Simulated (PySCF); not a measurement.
Isomers of C6H7FN2.

All values: PBE0/pcSseg-1 (PySCF) at GFN2-xTB geometries, gas phase, one conformer each.

Question: Rank by LUMO energy, highest first.
A. `[F:1][c:2]1[cH:3][cH:4][n:5][n:6]1[CH:7]1[CH2:8][CH2:9]1` with N5–N6–C7–C8 -34°
B. `[NH2:1][CH2:2][c:3]1[cH:4][cH:5][c:6]([F:7])[n:8][cH:9]1` with H–N1–C2–C3 -59° and 60°, N1–C2–C3–C4 82°
C. `[CH2:1]=[CH:2][CH2:3][n:4]1[cH:5][c:6]([F:7])[cH:8][n:9]1` with C1–C2–C3–N4 131°, C2–C3–N4–C5 -71°
D. `[N:1]#[C:2][CH2:3][CH2:4][C:5]1=[N:6][C@H:7]1[CH2:8][F:9]` with C2–C3–C4–C5 178°, C3–C4–C5–N6 -2°, N6–C7–C8–F9 125°

Answer: A (0.53 eV), C (-0.19 eV), D (-0.84 eV), B (-1.16 eV).

Question: Rank by the lowest Hirshfeld charge on any atom, highest value first.
A. `[N:1]#[C:2][CH2:3][CH2:4][C:5]1=[N:6][C@H:7]1[CH2:8][F:9]` with C2–C3–C4–C5 178°, C3–C4–C5–N6 -2°, N6–C7–C8–F9 125°
B. `[NH2:1][CH2:2][c:3]1[cH:4][cH:5][c:6]([F:7])[n:8][cH:9]1` with H–N1–C2–C3 -59° and 60°, N1–C2–C3–C4 82°
C. `[CH2:1]=[CH:2][CH2:3][n:4]1[cH:5][c:6]([F:7])[cH:8][n:9]1` with C1–C2–C3–N4 131°, C2–C3–N4–C5 -71°

Answer: C (-0.144 e), A (-0.225 e), B (-0.241 e).

Question: Rank by the lowest IAO charge on any atom, lowest value first.
A. `[N:1]#[C:2][CH2:3][CH2:4][C:5]1=[N:6][C@H:7]1[CH2:8][F:9]` with C2–C3–C4–C5 178°, C3–C4–C5–N6 -2°, N6–C7–C8–F9 125°
B. `[CH2:1]=[CH:2][CH2:3][n:4]1[cH:5][c:6]([F:7])[cH:8][n:9]1` with C1–C2–C3–N4 131°, C2–C3–N4–C5 -71°
C. `[NH2:1][CH2:2][c:3]1[cH:4][cH:5][c:6]([F:7])[n:8][cH:9]1` with H–N1–C2–C3 -59° and 60°, N1–C2–C3–C4 82°

Answer: C (-0.564 e), A (-0.337 e), B (-0.313 e).

All values together:

| SMILES | μ (D) | HOMO (eV) | LUMO (eV) | lowest IAO charge (e) | highest IAO charge (e) | lowest Hirshfeld charge (e) | highest Hirshfeld charge (e) |
| --- | --- | --- | --- | --- | --- | --- | --- |
| NCc1ccc(F)nc1 | 2.62 | -6.98 | -1.16 | -0.564 (N) | +0.408 (C) | -0.241 (N) | +0.142 (C) |
| C=CCn1cc(F)cn1 | 2.73 | -7.05 | -0.19 | -0.313 (C) | +0.211 (C) | -0.144 (N) | +0.065 (H) |
| N#CCCC1=N[C@H]1CF | 2.79 | -8.11 | -0.84 | -0.337 (F) | +0.188 (H) | -0.225 (N) | +0.096 (C) |
| Fc1ccnn1C1CC1 | 0.96 | -7.09 | 0.53 | -0.300 (C) | +0.336 (C) | -0.136 (N) | +0.115 (C) |

Conformers: `[NH2:1][CH2:2][c:3]1[cH:4][cH:5][c:6]([F:7])[n:8][cH:9]1` with H–N1–C2–C3 -59° and 60°, N1–C2–C3–C4 82°; `[CH2:1]=[CH:2][CH2:3][n:4]1[cH:5][c:6]([F:7])[cH:8][n:9]1` with C1–C2–C3–N4 131°, C2–C3–N4–C5 -71°; `[N:1]#[C:2][CH2:3][CH2:4][C:5]1=[N:6][C@H:7]1[CH2:8][F:9]` with C2–C3–C4–C5 178°, C3–C4–C5–N6 -2°, N6–C7–C8–F9 125°; `[F:1][c:2]1[cH:3][cH:4][n:5][n:6]1[CH:7]1[CH2:8][CH2:9]1` with N5–N6–C7–C8 -34°.
